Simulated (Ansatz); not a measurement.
```xyz
2

S     0.0000    0.0000   -0.7109
O     0.0000    0.0000    0.7109
```

Basis set: cc-pVTZ on O; cc-pV(T+d)Z on S (spherical functions). Frozen core: 6 orbitals. Correlation on ROHF uses semicanonical orbitals with singles. Charge 0, multiplicity 3.

Computed with Ansatz (development build ahead of 0.2.0); the reference of a correlated method needn't be the lowest determinant of its kind.

Q: Give the atomization energy at this shape (free ground-state atoms in the same class of orbitals less the molecule, no zero-point energy) of triplet SO by ROHF-CCSD(T), UHF-BCCD(T).

A:

```
      method  atomization energy
ROHF-CCSD(T)             4.94 eV
 UHF-BCCD(T)             4.93 eV
```

Caution: the reference determinant was not shown to be the lowest.
